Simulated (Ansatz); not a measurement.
Relaxation of CH₃NOSi (7 atoms, charge 0, multiplicity 1), to a largest force component of 0.015 eV/Å in at most 40 steps.

Level of theory: RKS B3LYP/cc-pVDZ (Ansatz).

```xyz
7
Properties=species:S:1:pos:R:3
N -1.078 -1.532 -0.413
C -0.297 -0.636 -0.058
O 0.769 -0.655 0.751
Si 0.573 0.972 0.178
H -1.822 -1.260 -1.045
H 0.178 1.815 1.284
H 1.677 1.296 -0.697
```

**Question.** Where does it end, and by what steps?

**Answer.** The run converged. After 6 steps the energy has fallen by 0.162 eV; H6 moved furthest, 0.10 Å.

```tsv
step	energy less start (eV)	largest force component (eV/Å)	accepted
0	0.0000	1.458	yes
1	-0.1257	0.710	yes
2	-0.0694	0.946	no
3	-0.1590	0.189	yes
4	-0.1618	0.081	yes
5	-0.1623	0.032	yes
6	-0.1624	0.007	yes
```

```xyz
7
Properties=species:S:1:pos:R:3
N -1.099 -1.587 -0.415
C -0.315 -0.669 -0.063
O 0.771 -0.743 0.777
Si 0.582 0.920 0.199
H -1.813 -1.217 -1.051
H 0.202 1.902 1.249
H 1.672 1.393 -0.696
```

Run time: 21 s on 1 thread of Arm Neoverse V2 (shared host), peak memory 0.14 GiB.
